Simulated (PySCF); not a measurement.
Electronic absorption of C5H10SSi

Compound: C₅H₁₀SSi.
InChI=1S/C5H10SSi/c1-3-7-5-4-6-2/h3-5H,1,7H2,2H3/b5-4+

The calculation used TDDFT PBE0/def2-SVPD, vertical, gas phase, core orbitals frozen in the response in PySCF. One conformer (not necessarily the lowest) at the GFN2-xTB geometry, without solvent, vibrations or thermal averaging. Torsions of this conformer, `[CH2:1]=[CH:2][SiH2:3]/[CH:4]=[CH:5]/[S:6][CH3:7]`: C1–C2–Si3–C4 51°, C2–Si3–C4–C5 12°, C4–C5–S6–C7 -1°.

```tsv
state	E (eV)	λ (nm)	ν̃ (cm⁻¹)	f	main configurations (H = HOMO, L = LUMO)
S1	4.82	257.5	38840	0.0004	H→L (98%)
S2	5.42	228.6	43740	0.292	H→L+1 (79%), H→L+2 (14%)
S3	5.48	226.4	44170	0.075	H→L+2 (77%), H→L+1 (16%)
S4	5.93	209.1	47820	0.0090	H→L+3 (83%)
S5	6.23	198.9	50280	0.0049	H→L+4 (87%)
S6	6.45	192.2	52040	0.0069	H-2→L (64%), H-3→L (26%)
S7	6.55	189.2	52860	0.021	H-1→L+1 (58%), H-1→L (22%), H-2→L+1 (10%)
S8	6.62	187.2	53420	0.0042	H→L+5 (79%)
```

Triplets (Tamm–Dancoff): T1 3.74 eV, H→L+1 (85%); T2 4.19 eV, H-1→L (83%); T3 4.78 eV, H→L (86%).

The lowest singlet comes at 257 nm (465 kJ/mol) in the ultraviolet; it is dark (f under 0.0005); its leading configuration is HOMO→LUMO (98%). The most intense listed level is S2 at 5.42 eV (229 nm, f = 0.292), 0.61 eV above S1. Löwdin shares by element: HOMO sulfur 47%, carbon 42% or more; LUMO carbon 61% or more, silicon 13%, hydrogen 5% or more (atoms not listed hold the other 21%). Orbital energies (eV): HOMO-3 -8.92, HOMO-2 -8.61, HOMO-1 -7.97, HOMO -6.34, LUMO -0.63, LUMO+1 -0.23, LUMO+2 0.42. The oscillator strengths of these states sum to 0.413; summed over the whole spectrum of an exact calculation they would give the number of electrons, 70 (Thomas–Reiche–Kuhn). The listed states span 1.81 eV, and the widest gap between neighbours is 0.61 eV (S1 to S2). No computed singlet lies in the visible range (380 to 750 nm); the lowest, at 257 nm, stands 1.55 eV above its violet end (3.26 eV). Only the lowest 8 singlets were computed, as vertical energies without vibronic structure.
